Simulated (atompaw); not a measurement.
**What the settings do to the PAW (atompaw) potential of Mg (Z = 12)**

Base potential:

```
Element                 : Mg (Z = 12)
Generator               : atompaw 4.2.0.5
Type                    : PAW
Functional              : LDA (PW92)
Relativity              : scalar-relativistic
Frozen core             : [He]
Valence charge          : 10
Reference configuration : 2s2 2p6 3s0 3p0 (charge +2)
Partial waves           : 2s (bound): rc 1.10 bohr; 3s (bound, empty): rc 1.20 bohr; 2p (bound): rc 0.90 bohr; 3p (bound, empty): rc 1.00 bohr; 3d channel at 0.3 Ry: rc 0.90 bohr
Local potential         : troulliermartins scheme with l = 3 at 0 Ry, radius 0.80 bohr
Core correction         : smooth core density matched at 0.80 bohr
Augmentation charge     : sinc compensation charge, radius 1.05 bohr; PAW radius 1.20 bohr; waves and projectors: modrrkj vanderbiltortho
```

All-electron outer shells of the reference configuration (LDA (PW92), scalar-relativistic, ld1.x):

| shell | level (eV) | outermost node (bohr) | outermost maximum (bohr) |
| --- | --- | --- | --- |
| 2s | -99.46 | 0.18 | 0.55 |
| 2p | -66.84 | – | 0.47 |
| 3s | -17.93 | 0.89 | 2.12 |
| 3p | -12.60 | 0.91 | 2.50 |

Cutoffs, loose and tight: the cutoffs (Ry, on a coarse ladder) from which the occupation-weighted sum of valence levels, in a spherical-Bessel basis at the reference potential, stays within 10 and 1 mRy of its value at 400 Ry. They see the waves, projectors and local potential, not the compensation charge or the core. A dash means not determined.

| change | outcome | cutoff, loose | cutoff, tight | bound ghosts |
| --- | --- | --- | --- | --- |
| base | generated | 120 Ry | 160 Ry | none |
| augmentation sinc compensation charge, radius 1.05 bohr; PAW radius 1.20 bohr; waves and projectors: custom rrkj vanderbiltortho | failed: atompaw: The overlap operator has at least one negative eigenvalue! | – | – | – |
| wave 3d channel at 0.3 Ry: rc 0.90 bohr becomes 3d channel at 6.64 Ry: rc 0.90 bohr | generated | 120 Ry | 160 Ry | none |
| wave 3d channel at 0.3 Ry: rc 0.90 bohr becomes 3d channel at 0.3 Ry: rc 0.78 bohr | generated | 120 Ry | 160 Ry | none |
| local potential bessel scheme, radius 0.80 bohr | generated | 110 Ry | 160 Ry | none |
| all radii scaled by about 1.12 (s 1.24, p 1.00, d 1.00 bohr); local potential troulliermartins scheme with l = 3 at 0 Ry, radius 0.90 bohr; augmentation sinc compensation charge, radius 1.18 bohr; PAW radius 1.34 bohr; waves and projectors: modrrkj vanderbiltortho; core correction smooth core density matched at 0.90 bohr | generated | 100 Ry | 140 Ry | none |
| added wave 3d channel at 0.85 Ry: rc 1.20 bohr | failed: atompaw: The overlap operator has at least one negative eigenvalue! | – | – | – |
